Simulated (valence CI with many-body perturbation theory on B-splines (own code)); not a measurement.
Results of a calculation; reference values are marked as such.
## Hyperfine factors and g values of Pm XLVII

Level of theory: configuration interaction combined with many-body perturbation theory (CI+MBPT): five valence electrons over a frozen Dirac-Fock core [Ne], radial functions for each j: 11 s, 11 p, 10 d, 8 f, 5 g, 2 h, with the one-electron correlation potential Σ1, the two-electron term Σ2, the three-electron term Σ3, Breit, model QED; selected CI, second order for the rest, scaled by the run's own slope (own B-spline code, finite nucleus).

No measured spectrum was set against this ion. As an estimate, large intervals hold to a few tenths of a per cent, small ones and those within an open d or f shell to about a per cent. Among the levels kept, up to 3200 cm⁻¹ of a level comes from second order outside the variational space, and about a tenth of that is noise between levels of different J, which matters for small intervals.

A/g_I is the dipole constant over the nuclear g factor μ/I (μ in nuclear magnetons, uniformly magnetised nucleus), B/Q the quadrupole constant per barn. Both hold the static response of the core; the bare values leave it out. Large factors of s and p1/2 electrons are usually good to 5 to 10 %; those of open d and f shells near neutrality can be off by tens of per cent, and small factors of p3/2, d and f electrons come from cancelling terms and can be off by a factor of two or in sign, in half-filled shells by more. B is blank for J = 1/2, where it vanishes, and for nearly pure S terms. Energies count from the lowest level.

Levels are named by their leading jj configuration (3d3/2^4 stands for four electrons in 3d with j = 3/2), which in mixed levels can hold well under half, so a name can repeat and another be missing. Letters in brackets count levels of one name in rising energy.

```tsv
Level	E (Ry)	g	A/g_I (MHz)	A/g_I bare	B/Q (MHz/b)	B/Q bare
(3s^2 3p1/2^2 3p3/2) J=3/2	0.000	1.369	103000	103000	191000	188000
(3s^2 3p1/2 3p3/2^2) J=3/2	9.647	1.448	-20700	-17900	26900	26400
(3s^2 3p1/2 3p3/2^2) J=5/2	10.346	1.191	238000	235000	-503	-490
(3s^2 3p1/2 3p3/2^2) J=1/2	11.217	0.654	759000	742000		
(3s^2 3p1/2^2 3d3/2) J=3/2	13.129	0.779	53700	55200	26300	27600
(3s^2 3p1/2^2 3d5/2) J=5/2	16.083	1.226	53600	54700	11000	12900
(3s 3p1/2^2 3p3/2^2) J=5/2	19.230	1.447	486000	477000	77600	76500
(3s 3p1/2^2 3p3/2^2) J=1/2	20.906	2.132	2040000	2000000		
(3s 3p1/2^2 3p3/2^2) J=3/2	20.913	1.151	-248000	-238000	-36800	-36200
(3s^2 3p3/2^3) J=3/2	20.970	1.294	111000	111000	-218000	-214000
(3s^2 3p1/2 3p3/2 3d3/2) J=5/2 [a]	22.686	0.956	180000	178000	-27300	-26000
(3s^2 3p1/2 3p3/2 3d3/2) J=3/2 [a]	22.819	0.917	173000	171000	-126000	-124000
(3s^2 3p1/2 3p3/2 3d3/2) J=1/2 [a]	22.843	0.208	278000	274000		
(3s^2 3p1/2 3p3/2 3d3/2) J=7/2	23.382	1.048	175000	174000	189000	188000
(3s^2 3p1/2 3p3/2 3d3/2) J=5/2 [b]	25.053	1.204	42400	44200	169000	167000
(3s^2 3p1/2 3p3/2 3d5/2) J=7/2 [a]	25.103	1.305	-23200	-20300	221000	220000
(3s^2 3p1/2 3p3/2 3d5/2) J=3/2 [a]	25.508	1.485	-16100	-12000	-39200	-39200
(3s^2 3p1/2 3p3/2 3d3/2) J=3/2 [b]	25.535	1.144	-30200	-27600	-32600	-31700
(3s^2 3p1/2 3p3/2 3d3/2) J=1/2 [b]	25.546	1.672	520000	509000		
(3s^2 3p1/2 3p3/2 3d5/2) J=5/2 [a]	25.843	1.151	192000	190000	-140000	-137000
(3s^2 3p1/2 3p3/2 3d5/2) J=9/2	25.851	1.194	131000	130000	198000	197000
(3s^2 3p1/2 3p3/2 3d5/2) J=7/2 [b]	27.234	1.105	149000	147000	28200	29300
(3s^2 3p1/2 3p3/2 3d5/2) J=5/2 [b]	27.334	1.232	-13900	-11500	42600	43300
(3s^2 3p1/2 3p3/2 3d5/2) J=3/2 [b]	27.707	0.935	212000	208000	29000	29000
(3s^2 3p1/2 3p3/2 3d5/2) J=1/2	27.876	1.274	-239000	-231000		
(3s 3p1/2 3p3/2^3) J=3/2 [a]	29.803	1.412	339000	334000	-182000	-180000
(3s 3p1/2 3p3/2^3) J=5/2	30.692	1.279	580000	568000	-239000	-235000
(3s 3p1/2 3p3/2^3) J=1/2	31.886	1.334	-513000	-497000		
(3s 3p1/2^2 3p3/2 3d3/2) J=5/2 [a]	31.929	1.294	391000	385000	55500	54300
(3s 3p1/2 3p3/2^3) J=3/2 [b]	31.991	1.143	221000	218000	-4700	-4590
(3s 3p1/2^2 3p3/2 3d3/2) J=3/2 [a]	32.058	1.317	266000	263000	-3180	-4070
(3s 3p1/2^2 3p3/2 3d3/2) J=1/2 [a]	32.143	2.533	1220000	1190000		
(3s 3p1/2^2 3p3/2 3d3/2) J=7/2	32.423	1.306	376000	370000	172000	170000
(3s 3p1/2^2 3p3/2 3d3/2) J=3/2 [b]	33.477	0.991	133000	133000	-111000	-109000
(3s 3p1/2^2 3p3/2 3d3/2) J=5/2 [b]	34.371	0.871	-84500	-80000	124000	124000
(3s 3p1/2^2 3p3/2 3d5/2) J=9/2	34.390	1.377	303000	299000	188000	187000
(3s 3p1/2^2 3p3/2 3d3/2) J=1/2 [b]	34.599	0.567	344000	337000		
(3s^2 3p3/2^2 3d3/2) J=5/2	34.898	1.184	147000	146000	-30900	-30900
(3s^2 3p3/2^2 3d3/2) J=7/2	34.970	1.135	85800	86400	44000	44600
(3s^2 3p3/2^2 3d3/2) J=3/2 [a]	35.026	1.184	45500	47100	-60900	-60800
```

Question: Take the isotope of mass number 147, with I = 7/2, μ = 2.58 μN and Q = 0.74 b. What is the hyperfine structure of (3s^2 3p1/2^2 3d3/2) J=3/2?

Answer: From the table A = 39600 MHz, B = 19400 MHz. Shifts from the centre of gravity in MHz: F = 2: -257000, F = 3: -152000, F = 4: 893, F = 5: 213000.
